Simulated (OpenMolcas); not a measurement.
Ag⁵⁺.

| Property | Result |
| --- | --- |
| Program | OpenMolcas 26.06 |
| Method | RASSCF |
| Basis | ANO-RCC-VTZP [7s6p4d2f1g] |
| Scalar Hamiltonian | DKH2, point nucleus |
| Active space | 12 electrons in 8 orbitals (RAS1 4p, at most 2 holes; RAS2 4d) |
| State averaging | 2S+1 = 5 even, 5 roots; 2S+1 = 3 even, 45 roots; 2S+1 = 1 even, 49 roots |
| Spin-orbit coupling | state interaction with AMFI integrals over the reference wave functions, term energies averaged over their components |

Levels without dynamic correlation, in cm⁻¹ above 4d⁶ ⁵D₄:

```
            Level      E
          4d⁶ ³H₆  25841
       4d⁶ ³P₂(1)  22612
4d⁶ ³F₃(1) [74 %]  27425
   4d⁶ ³G₅ [73 %]  32169
          4d⁶ ³D₂  37006
```

On this reference, MS-RASPT2, IPEA 0.25 Eh, imaginary shift 0.1 Eh (closed shells correlated: 4s) puts 4d⁶ ³H₆ at 22510 cm⁻¹.

Q: Estimate the other levels at that method by one scale factor, and say how well it serves.

A: The factor is 22510 / 25841 = 0.871. Scaled values beside those that MS-RASPT2 gives and measured ones (the list in Gamrath, thesis, University of Mons (2023)):
```csv
Level,Scaled,MS-RASPT2,Miss (%),Measured
4d⁶ ³P₂(1),19695,22170,-11.2,21042
4d⁶ ³F₃(1) [74 %],23887,25610,-6.7,24441
4d⁶ ³G₅ [73 %],28019,29000,-3.4,27958
4d⁶ ³D₂,32232,34320,-6.1,32650
```
For these levels the scaled values miss MS-RASPT2 by up to 11.2 %, as correlation changes each term by its own factor, spin-orbit parts do not scale and CASPT2 has its own spread within terms. This holds within one configuration; levels of others move differently, and the target method has errors of its own against measurement.

CASPT2 does not keep the components of a term degenerate, so their means are used; among the terms shown or strongly mixed into the levels shown the widest spread is 310 cm-1 (4d⁶ ³G, MS-RASPT2). Active for correlation alone: 4p; no level in the range computed is led by a configuration that opens it, so any true level of that kind is missing. Without dynamic correlation excited terms often stand tens of per cent too high (terms of higher spin than the ground term too low), and those without a measured partner can miss by more than the paired ones (holds for RASSCF). Computed and measured levels are paired by configuration, term and J; levels that our copy of the source lacks, or whose pairing is in doubt (as where it misses far off the trend of its configuration), stay unpaired and out of the deviations. Levels of configurations outside the active space are missing.

A share in square brackets marks a mixed level and gives the weight of the term that names it, the lowest over the columns. A number in round brackets counts repeated terms of one configuration in the order of the reference energies.
